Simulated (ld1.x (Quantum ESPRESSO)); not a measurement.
# Before and after: TM potential for technetium

ld1.x (Quantum ESPRESSO) 7.5 input, shortened:

```
&input
   title='Tc', zed=43., rel=2, dft='PBE', iswitch=3,
   config='[Kr] 4d5 5s2 5p0', rel_dist='average'
 /
 &inputp
   pseudotype=2, tm=.true., lloc=0,
   nlcc=.true., new_core_ps=.true., rcore=1.25
 /
3
5P  2  1   0.00   0.00  3.05  3.05  0.0
4D  3  2   5.00   0.00  1.70  1.70  0.0
5S  1  0   2.00   0.00  2.25  2.25  0.0
 &test
   configts(1)='4d5 5s2 5p0'
 /
```

Open shells are filled in proportion to 2j + 1 (rel_dist='average').

Change: wave 4d (bound): rc 1.70 bohr becomes 4d (bound): rc 1.98 bohr.

Cutoffs: the cutoffs (Ry, on a coarse ladder) from which the occupation-weighted sum of valence levels, in a spherical-Bessel basis at the reference potential, stays within 10 and 1 mRy of its value at 400 Ry; they do not see the model core or the augmentation charge, which bear on the density cutoff. Errors are all-electron minus pseudo energies relative to the spin-unpolarised reference configuration.

Q: What does the change do?

A: The potential gets softer (45 Ry and 55 Ry → 40 Ry and 50 Ry); the errors of the 7 common tests hardly move; neither file shows a bound ghost. A larger radius leaves more room for a smooth pseudo-wave, so fewer plane waves are needed.

| quantity | base | changed |
| --- | --- | --- |
| cutoff, loose | 45 Ry | 40 Ry |
| cutoff, tight | 55 Ry | 50 Ry |
| loose cutoff by channel (10 mRy a level) | d 40 Ry, s 6 Ry | d 35 Ry, s 6 Ry |
| bound ghosts | none | none |
| error for 4d5 5s1 5p0, meV [ΔE 8.15 eV] | -5.9 | -5.7 |
| error for 4d5 5s0 5p0, meV [ΔE 23.01 eV] | -41 | -40 |
| error for 4d4 5s0 5p0, meV [ΔE 51.71 eV] | -247 | -246 |
| error for 4d5 5s0 5p1, meV [ΔE 12.73 eV] | -12 | -12 |
| error for 4d5 5s0 5p2, meV [ΔE 7.70 eV] | -11 | -10 |
| error for 4d4 5s2 5p1, meV [ΔE 6.60 eV] | -169 | -165 |
| error for 4d6 5s0 5p0, meV [ΔE 6.17 eV] | -179 | -173 |
| s: phases at 3.30 bohr within 0.05 rad from the reference energy up to (Ry; the scan ends near 5) | 1.4 | 1.4 |
| p1/2: phases at 3.30 bohr within 0.05 rad from the reference energy up to (Ry; the scan ends near 5) | 2.5 | 2.5 |
| p3/2: phases at 3.30 bohr within 0.05 rad from the reference energy up to (Ry; the scan ends near 5) | 2.3 | 2.3 |
| d3/2: phases at 3.30 bohr within 0.05 rad from the reference energy up to (Ry; the scan ends near 5) | 0.6 | 0.6 |
| d5/2: phases at 3.30 bohr within 0.05 rad from the reference energy up to (Ry; the scan ends near 5) | 0.6 | 0.6 |
